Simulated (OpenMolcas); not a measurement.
## Nd⁴⁺: from CASSCF to CASPT2

```
Program             : OpenMolcas
Basis               : ANO-RCC-VTZP [8s7p5d3f2g1h]
Scalar Hamiltonian  : DKH2, point nucleus
Active space        : 2 electrons in 7 orbitals (4f)
State averaging     : 2S+1 = 3 even, 21 roots; 2S+1 = 1 even, 28 roots (27 in the spin-orbit step)
Spin-orbit coupling : state interaction with AMFI integrals over the reference wave functions, term energies averaged over their components
```

Methods on the same reference wave functions:
A. CASSCF
B. SS-CASPT2, IPEA 0.25 Eh, imaginary shift 0.1 Eh (closed shells correlated: 5s 5p)

Energies in cm-1 above 4f2 3H4, the measured ground level; measured values from the list in Carvajal Gallego et al., Mon. Not. R. Astron. Soc. 518, 332 (2023).

```json
{"Level": "4f2 3H4", "A": "0.0", "B": "0.0", "Measured": "0.0"}
{"Level": "4f2 3H5", "A": "2983", "B": "3010", "Measured": "2834"}
{"Level": "4f2 3H6", "A": "6097", "B": "6120", "Measured": "5743"}
{"Level": "4f2 3F2", "A": "7775", "B": "6500", "Measured": "5894"}
{"Level": "4f2 3F3", "A": "9708", "B": "8470", "Measured": "7785"}
{"Level": "4f2 1D2", "A": "26943", "B": "23550", "Measured": "20551"}
{"Level": "4f2 1I6", "A": "32224", "B": "29930", "Measured": "26088"}
{"Level": "4f2 3P0", "A": "33837", "B": "29650", "Measured": "25051"}
{"Level": "4f2 3P1", "A": "34367", "B": "30180", "Measured": "25893"}
{"Level": "4f2 3P2", "A": "36004", "B": "31880", "Measured": "27479"}
```

Deviations, from unrounded energies. A percentage is the sum of absolute deviations over the sum of measured energies, with the sign that they share, or ± where signs differ.

```tsv
Against measurement	Levels	A	B
mean absolute deviation (cm-1)	9	4700	2400
fine structure of the ground term (%)	2	+5.9	+6.4
other terms of the ground configuration (%)	7	+30.4	+15.4
```

B lies closest to measurement on these levels. The largest miss of B in the table is 4f2 3P0, by +4600 cm-1. The ranking rests on the paired levels alone, and a cruder setting can come out closer through cancelling errors.

From A to B the spin-free energies of the other terms of 4f2 shown, above 3H, scale by factors of 0.81 to 0.92, as is usual when dynamic correlation screens the repulsion within a d or f shell.

The lowest spin-free term lies below A's lowest term by 0.237 hartree in B.

CASPT2 breaks the degeneracy within a term, and the mean is taken; among the terms shown or strongly mixed into the levels shown the widest spread is 880 cm-1 (4f2 1I, B). Some high roots are left out of the spin-orbit mixing, which shifts the levels that they would mix with. Without dynamic correlation excited terms often stand tens of per cent too high (terms of higher spin than the ground term too low), and those without a measured partner can miss by more than the paired ones (holds for A). Some levels mix across a computed gap that differs much from the measured one, so their mixing is not that of the real levels (holds for A). The CASPT2 spread within a term exceeds the gap to the next term for 4f2 1I and 4f2 3P, so the order of their levels is uncertain (holds for B). Some terms miss by over 15 % even with CASPT2, which points to a basis or an active space too small for the shells correlated (holds for B). Measured partners are found by configuration, term and J. A level has none where our copy of the source lacks it or the pairing is in doubt (some pairs that miss far off the trend of their configuration count as doubtful), and it then counts in no deviation. Only configurations of the active space appear. The table leaves out levels that lie high or whose names do not pair safely across all columns.
